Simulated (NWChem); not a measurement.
# Basis-set convergence for I₂Pb

```xyz
3

Pb     0.0000     0.0000     0.9997
I     -2.2471     0.0000    -0.7733
I      2.2471     0.0000    -0.7733
```
Charge 0, spin multiplicity 1.

The numbers come from NWChem runs, not from measurements. The geometry was optimised at B3LYP/def2-SVP with def2 effective core potentials on I, Pb, a minimum by its harmonic frequencies.

Quantity: first vertical ionisation energy at the level G0W0@PBE.

Effective core potentials replace the inner electrons of I, Pb; spin-orbit coupling is left out. GW and range-separated runs recompute their integrals, the others keep them in memory, which bears on the times. The structure started from a generated list of species.

Costs are rough ratios of processor time within this set of runs, SCF included, with def2-SVP as 1.

```
basis       functions  first vertical ionisation energy (eV)  relative cost
----------  ---------  -------------------------------------  -------------
def2-SVP           78                                   7.94              1
def2-SVPD         102                                   7.98        under 3
def2-TZVP         150                                   8.29              7
def2-TZVPP        150                                   8.29              7
def2-TZVPD        174                                   8.30              9
def2-QZVP         246                                   8.54             40
```

Smallest basis within 0.05 eV of def2-QZVP, the largest set run: no smaller one. def2-QZVP isn't the basis-set limit itself, and a small set can land close by cancellation.
